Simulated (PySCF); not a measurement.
Ga(Cl)2(NH2) (Cl2GaH2N), SMILES [NH2][Ga]([Cl])[Cl]. Atoms are numbered in the order given.

```xyz
6

Ga     0.0000     0.0000    -0.2664
Cl     0.0000    -1.8365     0.8194
Cl     0.0000     1.8365     0.8194
N      0.0000     0.0000    -2.0546
H      0.0000     0.8460    -2.6095
H      0.0000    -0.8460    -2.6095
```

Coordinates come from a PBE0-D3(BJ)/def2-SVP optimisation. The structure was generated by enumeration; whether it is a known compound was not checked. The values are those of a single conformer.

All values below come from TDDFT-ωB97X/def2-SVPD (PySCF 2.14.0).

Vertical excitations. Gas-phase values at a fixed geometry. State labels are in the subgroup C2v.

```csv
state,symmetry,energy (eV),λ (nm),f,main pairs
S1,B1,6.06,205,0.018,HOMO→LUMO 91 %
S2,A1,7.05,176,0.024,"HOMO→LUMO+1 70 %, HOMO−3→LUMO 23 %"
S3,B2,7.06,176,0.044,HOMO−1→LUMO 83 %
S4,A2,7.14,174,0.000,HOMO−2→LUMO 83 %
S5,A1,7.45,166,0.196,"HOMO−3→LUMO 59 %, HOMO→LUMO+1 25 %"
S6,A2,7.66,162,0.000,HOMO−1→LUMO+1 98 %
S7,B1,7.67,162,0.113,"HOMO→LUMO+2 43 %, HOMO−4→LUMO 42 %"
S8,B1,7.86,158,0.000,HOMO−3→LUMO+1 97 %
S9,B1,7.98,155,0.018,"HOMO→LUMO+2 41 %, HOMO−4→LUMO 40 %, HOMO−4→LUMO+2 9 %"
S10,B2,8.04,154,0.012,"HOMO−2→LUMO+1 80 %, HOMO−5→LUMO 13 %"
T1,B1,5.70,218,0,HOMO→LUMO 87 %
T2,A1,6.13,202,0,HOMO→LUMO+1 95 %
T3,B2,6.61,187,0,"HOMO−1→LUMO 79 %, HOMO−1→LUMO+2 15 %"
T4,A2,6.81,182,0,"HOMO−2→LUMO 79 %, HOMO−2→LUMO+2 14 %"
```
Triplets are in the Tamm–Dancoff approximation, which puts them higher than full response would, so one can lie above its singlet here.
